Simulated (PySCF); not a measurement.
CH4Zn. Atoms are numbered in the order given.

```xyz
6

Zn     0.0000     0.0000    -0.4276
H      0.0000     0.0000    -1.9722
C      0.0000     0.0000     1.5136
H      0.8834     0.5101     1.9065
H      0.0000    -1.0201     1.9065
H     -0.8834     0.5101     1.9065
```
Charge 0, spin multiplicity 1.

The structure is a stationary point at PBE0-D3(BJ)/def2-TZVP.

Computed with PySCF with ωB97X/def2-TZVPD.

ESP charges are fitted to the potential on shells at 1.4 to 2.0 van der Waals radii. Atomic charges (e):

```
atom  meta-Löwdin  ESP fit
----  -----------  -------
Zn1          0.99     0.64
H2          -0.44    -0.33
C3          -0.88    -0.73
H4           0.11     0.14
H5           0.11     0.14
H6           0.11     0.14
```
